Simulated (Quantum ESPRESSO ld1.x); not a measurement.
Task: Pr, 59 electrons, occupied as [Xe] 4f3 6s2. Calculated with ld1.x of Quantum ESPRESSO 7.5: Dirac Kohn-Sham, OLYP, spin-unpolarised, spherical densities, point nucleus; open shells fill j = l - 1/2 first. Some entries of the table are withheld. Estimate them.

orbital,occ.,eigenvalue (eV),r(max) (bohr),<r^2> (bohr^2)
1s1/2,2,-41776.1,0.01541,0.0007897
2s1/2,2,-6722.56,0.08740,0.01247
2p1/2,2,-6353.82,0.06651,(1)
2p3/2,4,-5871.68,0.07186,(2)
3s1/2,2,-1450.88,0.2493,0.08460
3p1/2,2,-1294.16,0.2360,0.07955
3p3/2,4,-1198.53,0.2476,0.08698
3d3/2,4,-925.528,0.1984,0.07081
3d5/2,6,-904.880,0.2017,0.07291
4s1/2,2,(3),0.5791,0.4370
4p1/2,2,(4),0.5875,0.4659
4p3/2,4,(5),0.6123,0.5071
4d3/2,4,-112.761,0.6307,0.6030
4d5/2,6,-109.141,0.6389,0.6198
5s1/2,2,-38.9917,1.355,2.553
5p1/2,2,-23.4052,1.486,3.279
5p3/2,4,-20.6053,1.557,3.631
6s1/2,2,-3.1394,3.934,24.16
4f5/2,3,-1.4683,0.6885,2.004
4f7/2,0,-1.1230,0.6938,2.137

Result: 
(1) 2p1/2 <r^2> (bohr^2): 0.009130
(2) 2p3/2 <r^2> (bohr^2): 0.01039
(3) 4s1/2 eigenvalue (eV): -288.320
(4) 4p1/2 eigenvalue (eV): -229.644
(5) 4p3/2 eigenvalue (eV): -209.046
